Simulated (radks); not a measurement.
Trend from Lu4+ to Hg4+: ionisation energy by Delta-SCF between NIST ground configurations, and size. All-electron calculation, scalar-relativistic Kohn-Sham, PBE, spin-polarised, spherical densities, point nucleus; open shells are filled with parallel spins first (spin-orbit coupling, left out, can overturn this in heavy ions). Program: a radial shooting solver on a logarithmic mesh with Libxc functionals.

species  configuration  configuration of the ion  IE (eV)  NIST (eV)       kind  -e(HOMO) (eV)  outermost  <r> outermost (bohr)
Lu4+         [Xe] 4f13                 [Xe] 4f12   68.557       66.8  semi-emp.    57.109 (4f)         5p                  1.32
Hf4+         [Xe] 4f14                 [Xe] 4f13   69.491      68.37  semi-emp.    57.917 (4f)         5p                  1.30
Ta4+     [Xe] 4f14 5d1                 [Xe] 4f14   47.788      48.27  semi-emp.    41.587 (5d)         5d                  1.73
W4+      [Xe] 4f14 5d2             [Xe] 4f14 5d1   50.748       51.6  semi-emp.    44.311 (5d)         5d                  1.66
Re4+     [Xe] 4f14 5d3             [Xe] 4f14 5d2   53.628         52     theory    46.963 (5d)         5d                  1.59
Os4+     [Xe] 4f14 5d4             [Xe] 4f14 5d3   56.441         55     theory    49.554 (5d)         5d                  1.53
Ir4+     [Xe] 4f14 5d5             [Xe] 4f14 5d4   59.198         57     theory    52.094 (5d)         5d                  1.48
Pt4+     [Xe] 4f14 5d6             [Xe] 4f14 5d5   57.783         56     theory    50.815 (5d)         5d                  1.44
Au4+     [Xe] 4f14 5d7             [Xe] 4f14 5d6   60.864         60     theory    53.644 (5d)         5d                  1.39
Hg4+     [Xe] 4f14 5d8             [Xe] 4f14 5d7   63.845       61.2       exp.    56.385 (5d)         5d                  1.34

Reference values: NIST Atomic Spectra Database (exp. = measured, semi-emp. = semi-empirical, theory = theoretical value adopted there). Open shells are spherical and high-spin; term and fine-structure splittings are not resolved. Spin-orbit splitting is averaged out at the scalar-relativistic level.
